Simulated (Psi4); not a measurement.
tert-butylarsine (C₄H₁₁As), singlet, at a GFN2-xTB geometry; CAM-B3LYP/3-21G (Psi4).

Here is a job for Psi4.
```
memory 2 GB

molecule mol {
0 1
  C    -0.833161    1.276581    1.243048
  C    -0.733443    0.023515    0.382388
  C    -0.870086   -1.218516    1.259273
  C    -1.837038    0.031185   -0.672247
  As    1.042496   -0.079695   -0.573454
  H    -1.796916    1.318046    1.752348
  H    -0.733185    2.173158    0.630401
  H    -0.047782    1.287334    1.999518
  H    -0.797860   -2.124037    0.653878
  H    -1.830961   -1.228024    1.774634
  H    -0.078283   -1.244201    2.009854
  H    -1.774793   -0.861438   -1.297578
  H    -1.743177    0.907529   -1.315828
  H    -2.822195    0.053059   -0.205390
  H     1.023616    1.364497   -0.993214
  H     1.841532    0.307412    0.640603
}

set basis 3-21g
set reference rks
set scf_type cd

energy('cam-b3lyp')
print_variables()
```

What the program printed (banner, timings and long lists left out):

```
   => Loading Basis Set <=

    Name: 3-21G
    Role: ORBITAL
    Keyword: BASIS

Traceback (most recent call last):
  File "psi4", line 375, in <module>
  File "<string>", line 38, in <module>
  File "site-packages/psi4/driver/driver.py", line 533, in energy
  File "site-packages/psi4/driver/procrouting/proc.py", line 2760, in run_scf
  File "site-packages/psi4/driver/procrouting/proc.py", line 1939, in scf_helper
  File "site-packages/psi4/driver/procrouting/proc.py", line 1433, in scf_wavefunction_factory
  File "site-packages/psi4/driver/procrouting/proc.py", line 1397, in build_functional_and_disp
  File "site-packages/psi4/driver/procrouting/dft/superfunctionals.py", line 135, in build_superfunctional

psi4.driver.p4util.exceptions.ValidationError: SCF: SCF_TYPE (CD) not supported for range-separated functionals, plese use SCF_TYPE = 'DF' to automatically select the correct JK build.

Printing out the relevant lines from the Psithon --> Python processed input file:
    ""","mol")
    core.IO.set_default_namespace("mol")
    core.set_global_option("BASIS", "3-21g")
    core.set_global_option("REFERENCE", "rks")
    core.set_global_option("SCF_TYPE", "cd")
--> energy('cam-b3lyp')
    print_variables()

!----------------------------------------------------------------------------------!
!                                                                                  !
!  SCF: SCF_TYPE (CD) not supported for range-separated functionals, plese use     !
!     SCF_TYPE = 'DF' to automatically select the correct JK build.                !
!                                                                                  !
!----------------------------------------------------------------------------------!
```

The input was rejected before any calculation.
